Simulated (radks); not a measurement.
Task: Species: Tc13+. Configuration: [Ar] 3d10 4s2. All-electron calculation, scalar-relativistic Kohn-Sham, exchange-only PBE, spin-polarised, spherical densities, point nucleus. Program: a radial shooting solver on a logarithmic mesh with Libxc functionals. Some entries of the table are withheld. Estimate them.

orbital  occ.  eigenvalue (eV)  <1/r> (bohr^-1)
1s          2        -21152.41            44.71
2s          2        -3253.555            10.09
2p          6              (1)            9.801
3s          2        -783.7976            3.507
3p          6        -681.1672            3.344
3d         10              (2)            3.127
4s          2              (3)            1.491
4p          0        -269.8744            1.400
5s          0              (4)           0.8322

Result: 
(1) 2p eigenvalue (eV): -2941.928
(2) 3d eigenvalue (eV): -515.6950
(3) 4s eigenvalue (eV): -303.2688
(4) 5s eigenvalue (eV): -162.0272
